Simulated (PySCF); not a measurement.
## Electron correlation in Pm(3+) (promethium, charge +3)

[Xe] 4f4, one real determinant. Calculation: PySCF 2.14, in cc-pVDZ-X2C (8s7p5d3f1g, 84 functions); the spin-free X2C one-electron Hamiltonian (Gaussian nucleus). Frozen: [Kr] 4d10; 12 electrons correlated.

```tsv
level	correlation energy (mhartree)
CCSD	-295.50
(T)	-10.62
CCSD(T)	-306.12
```

Diagnostics: T1 = 0.0064, D1 = 0.0156, largest double amplitude 0.194.

The real determinant used has ⟨L²⟩ near 34 against 42 for a pure I term, so it mixes terms. Spin-orbit coupling, absent here, splits the open shell strongly. A double-excitation amplitude exceeds 0.15, a sign of near-degeneracy.

Cost of the coupled-cluster step: roughly 16 core-seconds, for 12 correlated electrons.

The reference is one real determinant that mixes LS terms of this configuration.
